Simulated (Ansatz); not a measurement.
The cluster Pt₃⁺, relaxed as a doublet with UKS B3LYP-D4/def2-TZVP in Ansatz, starting from the GFN2-xTB geometry. Force threshold 0.02 eV/Å.

In the def2 sets Pt takes a core potential; there is no spin–orbit coupling. The charge 1 doublet is spin-contaminated (final ⟨S²⟩ up to 1.25, 0.75 for a pure state). The relaxation made no stability test and no search for a lower SCF solution. At B3LYP-D4/def2-TZVP a quartet of charge 1 lies 0.13 eV below the doublet, each at its own geometry. The structure comes from a short search, and lower isomers may exist.

Start:

```xyz
3

Pt   -0.208   -1.405   -0.157
Pt    0.626    0.502    1.183
Pt   -0.417    0.903   -1.026
```

Q: Estimate the energy that the relaxation releases and the steps that it takes.

A: 3.9 kJ/mol, in 5 steps; 16 s on 4 threads of AMD EPYC 7R43 on a shared host. The force fell under the threshold at step 4, but the optimiser went on. No frequencies were taken in this run, so the end may be a saddle point.

Q: Does the start keep its bonding and symmetry?

A: By distances, no bond broke or formed. The bond that changes most is Pt1–Pt2, from 2.48 to 2.55 Å (atoms count from 1). Point group D3h at the start, Cs at the end, both within 0.05 Å.

Q: Predict the relaxed structure.

A: 
```tsv
atom	x (Å)	y (Å)	z (Å)
Pt1	-0.222	-1.444	-0.178
Pt2	0.624	0.541	1.173
Pt3	-0.402	0.903	-0.995
```
Bond lengths (bridged metal pairs left out): 3 × Pt–Pt 2.43 to 2.55 Å.
